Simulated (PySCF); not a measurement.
Sr(OH)2: from structure and modes to constants

Level of theory: PBE in PySCF with Sr def2-TZVP with ECP28, O def2-TZVP, H def2-TZVP; scalar-relativistic core potentials, no spin–orbit coupling; density-fitted integrals.

The singlet minimum has C2v symmetry. Masses (u): Sr 87.90561, O 15.99492, H 1.00782.

```xyz
5
charge 0 multiplicity 1, angstrom
Sr    0.2293    0.0000    0.0000
O    -0.5611   -2.0173    0.0000
O    -0.5611    2.0173    0.0000
H    -1.0953   -2.8204    0.0000
H    -1.0953    2.8204    0.0000
```

Harmonic wavenumbers (cm⁻¹): 73.4 (a1, ×1), 386.6 (b2, ×1), 398.9 (a1, ×1), 409.2 (b1, ×1), 417.1 (a2, ×1), 496.2 (b2, ×1), 499.3 (a1, ×1), 3816.6 (a1, ×1), 3816.6 (b2, ×1).

(1) What is the harmonic zero-point energy?

(2) Find the vibrational entropy and heat capacity at 298.15 K.

Answers

(1) Half the sum of all 9 wavenumbers, 10314/2 = 5157 cm⁻¹, which is 61.7 kJ/mol (1 cm⁻¹ = 0.0119627 kJ/mol).

(2) With u = 1.43878 ω/T, each mode gives S = R[u/(eᵘ−1) − ln(1−e⁻ᵘ)] and C = R u² eᵘ/(eᵘ−1)².
| ω (cm⁻¹) | u | S (J/(mol K)) | C (J/(mol K)) |
| --- | --- | --- | --- |
| 73.4 | 0.354 | 16.98 | 8.23 |
| 386.6 | 1.866 | 4.24 | 6.27 |
| 398.9 | 1.925 | 4.04 | 6.16 |
| 409.2 | 1.974 | 3.89 | 6.07 |
| 417.1 | 2.013 | 3.77 | 6.00 |
| 496.2 | 2.394 | 2.79 | 5.27 |
| 499.3 | 2.409 | 2.76 | 5.24 |
| 3816.6 | 18.418 | 0.00 | 0.00 |
| 3816.6 | 18.418 | 0.00 | 0.00 |
The sums over all modes are S = 38.5 and C = 43.2 J/(mol K); the softest mode gives 44 % of the entropy.

Other isomers or separated fragments may lie lower.
